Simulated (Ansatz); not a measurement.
`[OH][Zr]([F])([F])[Br]` + HBr → `[F][Zr]([F])([Br])[Br]` + H₂O at 600 K and 1 bar (ligand exchange at a Zr–O bond).

Gas-phase electronic energies from Ansatz, PBE0-D4/def2-TZVP geometries. CBS: MP2 limit from def2 TZ/QZ plus the TZ coupled-cluster correction, frozen cores. This one scheme is used for every species. Elements past krypton have def2 core potentials. For Br, Zr outer-core shells are correlated without core-valence functions, which leaves a few kJ/mol of doubt a bond. Scalar relativity is left out up to krypton. Each species was taken in one conformer, which may not be the lowest.

```
                 species  CCSD(T)/CBS energy (Eh)  H − E (kJ/mol)  S (J/(mol·K))
`[OH][Zr]([F])([F])[Br]`              -2895.97895           102.8          459.6
                     HBr              -2573.91920            33.5          219.1
`[F][Zr]([F])([Br])[Br]`              -5393.52850            67.7          453.2
                     H₂O                -76.37941            76.8          212.8
```

H − E and S are ideal-gas, rigid-rotor, harmonic terms from PBE0-D4/def2-TZVP, for one conformer and one mirror image of each species. 1 Eh = 2625.50 kJ/mol, R = 8.31446 J/(mol·K).

Task: By hand: ΔE, ΔH, ΔS and ΔG.

Result: ΔE = (-5393.52850) + (-76.37941) − (-2895.97895) − (-2573.91920) = -0.00976 Eh = -25.6 kJ/mol. Δ(H − E) = 67.7 + 76.8 − 102.8 − 33.5 = 8.2, so ΔH = -17.4 kJ/mol. ΔS = 453.2 + 212.8 − 459.6 − 219.1 = -12.7 J/(mol·K). ΔG = -17.4 − 600 × (-12.7)/1000 = -9.8 kJ/mol.

Task: By hand: the equilibrium constant, and the temperature at which ΔG would vanish if ΔH and ΔS stayed fixed.

Result: log₁₀ K = −ΔG/(RT ln 10) = 0.9. ΔG = 0 at ΔH/ΔS = 1370 K, though so small a ΔS makes that figure unsure.

TΔS isn't small against ΔH here. A doubt of 5 kJ/mol in ΔE shifts log₁₀ K by 0.4 here. Other conformers and mirror images would add mixing entropy, several J/(mol·K) or more a flexible species. These are equilibria of isolated gas molecules and say nothing of rates. Largest T1 diagnostic: 0.015 (customary marks: 0.02 for closed shells, 0.045 for open ones).
